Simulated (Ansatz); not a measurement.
Coupled-cluster diagnostics for As₃P₂⁺, Ansatz.

Geometry of the singlet (PBE-D4/def2-SVP):

```xyz
5

P    -0.208    0.560   -2.011
P    -1.314    1.511   -0.641
As    1.752   -1.140    0.571
As    0.533   -0.088    2.103
As   -0.763   -0.843   -0.022
```

Correlated methods freeze 37 core orbitals; core or outer-core shells of As are correlated, in sets that lack core-valence functions. Another isomer (singlet) lies 1.67 eV lower at PBE0-D4/def2-TZVP; other spin states weren't run for this one.

Estimate the CCSD(T) correlation energy, the shares of MP2 and (T), T1 and the reference's ⟨S²⟩ for: charge 1, singlet, own geometry in def2-SVP; and the rough time on 4 threads of Arm Neoverse V1 on a shared host.


```csv
state,basis,correlation (eV),MP2 share (%),(T) share (%),T1,⟨S²⟩ (pure),wall time,remarks
"charge 1, singlet, own geometry",def2-SVP,-26.285,95.6,5.1,0.013,0.00 (0.00),17 s,restricted SCF unstable
```
Customary marks for T1 are 0.02 (closed shells), 0.045 (open shells) and about 0.05 (3d metals). T1 stays under 0.02 throughout.
